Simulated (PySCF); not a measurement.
PySCF 2.14 output of an unrestricted LDA calculation on a single atom or ion in aug-cc-pVQZ-PP with one added diffuse shell each of s, p, d, f, g type with ECP10MDF (8s7p6d4f3g, 114 functions), with a scalar-relativistic core potential:

```
SCF conv_tol = 1e-09
number electrons alpha = 13  beta = 10
    P. A. M. Dirac.,  Math. Proc. Cambridge Philos. Soc. 26, 376 (1930)
    F. Bloch.,  Z. Phys. 57, 545 (1929)
    S. H. Vosko, L. Wilk, and M. Nusair.,  Can. J. Phys. 58, 1200 (1980)
cycle= 1 E= -331.67167125596  delta_E= -0.013  |g|= 0.213  |ddm|= 1.92
cycle= 2 E= -331.671419296012  delta_E= 0.000252  |g|= 0.212  |ddm|= 0.955
cycle= 3 E= -331.677437567222  delta_E= -0.00602  |g|= 0.00647  |ddm|= 0.544
cycle= 4 E= -331.677456333872  delta_E= -1.88e-05  |g|= 0.000183  |ddm|= 0.0425
cycle= 5 E= -331.677456462877  delta_E= -1.29e-07  |g|= 3.59e-05  |ddm|= 0.00196
cycle= 6 E= -331.677456472278  delta_E= -9.4e-09  |g|= 6.4e-06  |ddm|= 0.000502
cycle= 7 E= -331.677456472655  delta_E= -3.78e-10  |g|= 4.12e-07  |ddm|= 0.000103
converged SCF energy = -331.677456472655  <S^2> = 3.7507819  2S+1 = 4.0003909
```

The run itself started from symmetry-adapted Hartree-Fock orbitals and held the occupation by maximum overlap, on a logarithmic radial grid, so the iterations belong to that start.

Question: Which element, charge and spin multiplicity is this?

Answer: As (arsenic, neutral), multiplicity 4; the state was [Ar] 3d10 4s2 4p2 5s1, high-spin 4P determinant (an excited configuration).

Energies and moments cover only the electrons outside the core potential. The outer electron is Rydberg-like, and this basis confines it to a smaller radius and binds it less than a complete one would.
